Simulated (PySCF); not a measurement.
# Ionisation energy of Cd(39+) by level of theory

Cd(39+) [He] 2s2 2p5 [2p1/2^2 2p3/2^3, M_J = 3/2] → Cd(40+) [He] 2s2 2p4 [2p1/2^2 2p3/2^2, M_J = 2], as a difference of total energies. Calculation: PySCF 2.14, in an uncontracted even-tempered set (17 s from 18 bohr⁻², ratio 2.4; 12 p from 24 bohr⁻², ratio 2.4; 5 d from 88 bohr⁻², ratio 2.6; 4 f from 130 bohr⁻², ratio 2.6); the two-component X2C-1e Hamiltonian. Correlated levels: nothing frozen; the 32 highest virtual spinors dropped. "Screened" scales the spin-orbit matrix elements by Boettger's factors to mimic the two-electron term; Breit and QED terms are absent.

| method | ionisation energy (eV) |
| --- | --- |
| GHF (spin-free) | 6094.1 |
| GMP2 (spin-free) | 6095.7 |
| GHF (screened spin-orbit) | 6036.2 |
| GMP2 (screened spin-orbit) | 6037.7 |

For this ion Breit and QED terms and the two-electron picture change, all absent here, outweigh the correlation shift from GHF to GMP2.

The spin-free rows relax to the high-spin LS determinant and lack the spin-orbit shift.

The labels give the starting determinants; with spin-orbit coupling the two ends relaxed to ⟨J²⟩ = 3.75, ⟨L²⟩ = 2.00, ⟨S²⟩ = 0.75 and ⟨J²⟩ = 6.00, ⟨L²⟩ = 3.13, ⟨S²⟩ = 1.44.

For comparison: 6039 ± 9 eV (semi-empirical (NIST evaluation); NIST Atomic Spectra Database, ionization energies).
